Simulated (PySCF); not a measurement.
O4Ru, triplet, geometry from GFN2-xTB (such geometries of metal compounds can be far from the true shape) (the multiplicity is a formal guess) (core potentials on Ru). Base run: PBE/def2-SVP run with PySCF.

Input for PySCF:
```python
from pyscf import gto, scf, dft

mol = gto.M(
    atom='''
Ru    0.01430486   -0.02340224   -0.12950598
O     1.17675629    0.70822560   -0.92296003
O     0.49309506   -0.54979544    1.45089418
O    -0.98119096   -1.02816347   -0.84754838
O    -0.76733713    0.99844565    1.03189713
''',
    basis='def2-svp',
    ecp={'Ru': 'def2-svp'},
    spin=2,
    verbose=4,
)

mf = dft.UKS(mol)
mf.xc = 'pbe'
mf.kernel()
```

The base run was repeated with changes; each row names its change, and settings that it needs were set with it.

```json
[
 {"change": "base", "basis functions": "87", "E (Eh)": "-395.17787", "HOMO (eV)": "-6.96", "dipole (D)": "1.17"},
 {"change": "basis = x2c-TZVPall; relativity = spin-free X2C; nucleus = Gaussian (with nucmod='G'; without ecp={'Ru': 'def2-svp'})", "basis functions": "187", "E (Eh)": "-4830.88510", "HOMO (eV)": "-7.01", "dipole (D)": "1.16"},
 {"change": "basis = jorge-DZP-DKH; relativity = spin-free X2C (without ecp={'Ru': 'def2-svp'})", "basis functions": "108", "E (Eh)": "-4829.29364", "HOMO (eV)": "-6.48", "dipole (D)": "1.27"},
 {"change": "basis = x2c-SVPall; relativity = none (without ecp={'Ru': 'def2-svp'})", "basis functions": "109", "E (Eh)": "-4682.92506", "HOMO (eV)": "-6.96", "dipole (D)": "1.25"},
 {"change": "basis = x2c-SVPall; relativity = spin-free X2C (without ecp={'Ru': 'def2-svp'})", "basis functions": "109", "E (Eh)": "-4830.15653", "HOMO (eV)": "-7.10", "dipole (D)": "1.08"},
 {"change": "basis = jorge-DZP-DKH; relativity = none (without ecp={'Ru': 'def2-svp'})", "basis functions": "108", "E (Eh)": "-4713.09896", "HOMO (eV)": "-6.37", "dipole (D)": "1.37"},
 {"change": "basis = x2c-TZVPall; relativity = spin-free X2C (without ecp={'Ru': 'def2-svp'})", "basis functions": "187", "E (Eh)": "-4830.95012", "HOMO (eV)": "-7.01", "dipole (D)": "1.16"},
 {"change": "basis = jorge-DZP-DKH; relativity = spin-free X2C; nucleus = Gaussian (with nucmod='G'; without ecp={'Ru': 'def2-svp'})", "basis functions": "108", "E (Eh)": "-4829.22740", "HOMO (eV)": "-6.48", "dipole (D)": "1.27"},
 {"change": "basis = x2c-SVPall; relativity = spin-free X2C; nucleus = Gaussian (with nucmod='G'; without ecp={'Ru': 'def2-svp'})", "basis functions": "109", "E (Eh)": "-4830.09766", "HOMO (eV)": "-7.10", "dipole (D)": "1.08"},
 {"change": "basis = x2c-TZVPall; relativity = none (without ecp={'Ru': 'def2-svp'})", "basis functions": "187", "E (Eh)": "-4688.44782", "HOMO (eV)": "-7.00", "dipole (D)": "1.23"}
]
```

Total energies compare only within one method and basis.

Open shells are given as the SCF converged; they aren't shown to be the lowest states, and a large step between rows can be another state.

Basis sets contracted for a relativistic Hamiltonian are a mismatch without it, so the rows without relativity aren't non-relativistic limits. No row has spin-orbit coupling; sets with core potentials leave out the core electrons.
